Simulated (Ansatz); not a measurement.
Computed with Ansatz on PBE0-D4/def2-TZVP structures; ΔE is electronic, products minus reactants. CCSD(T)/CBS adds triple-zeta CCSD(T) − MP2 to the extrapolated MP2 energy (def2 sets, frozen cores). Functionals use def2-TZVPP. Elements past krypton have def2 core potentials. For Sn outer-core shells are correlated without core-valence functions, which leaves a few kJ/mol of doubt a bond. One conformer a species, not always the lowest.

Reaction (redistribution): `C[SiH2][SiH]1C=N1` + `[CH3][AlH][SnH3]` → `C[SiH2][AlH][SnH3]` + `C[SiH]1C=N1`

Problem. Is it downhill or uphill in electronic energy at CCSD(T)/CBS, and by how much? (Best estimate.)

Solution. The calculation gave: Nearly level: ΔE = -0.1 kcal/mol.

Problem. What do these levels give: PBE0-D4, ωB97X-V, B2PLYP, PBE, HF/def2-TZVPP, MP2/def2-TZVPP, SCS-MP2/def2-TZVPP, MP2/def2-QZVPP, SCS-MP2/def2-QZVPP, HF/CBS(def2), MP2/CBS(def2), CCSD/CBS(def2)? (Estimate.)

Solution. Ansatz gave: PBE0-D4 -0.5, ωB97X-V -0.6, B2PLYP 0.5, PBE 0.5, HF/def2-TZVPP -2.0, MP2/def2-TZVPP 0.5, SCS-MP2/def2-TZVPP 0.1, MP2/def2-QZVPP 0.5, SCS-MP2/def2-QZVPP 0.2, HF/CBS(def2) -2.0, MP2/CBS(def2) 0.5, CCSD/CBS(def2) -0.7 kcal/mol.

Largest T1 diagnostic among the species: 0.016.

In def2-TZVPP, CCSD(T) changes the Hartree–Fock value by +1.8 kcal/mol (the triples alone add +0.5 kcal/mol) and MP2 by +2.5 kcal/mol. From PBE to PBE0 (25 % exact exchange), in def2-TZVPP and without D4, ΔE moves by −0.9 kcal/mol.
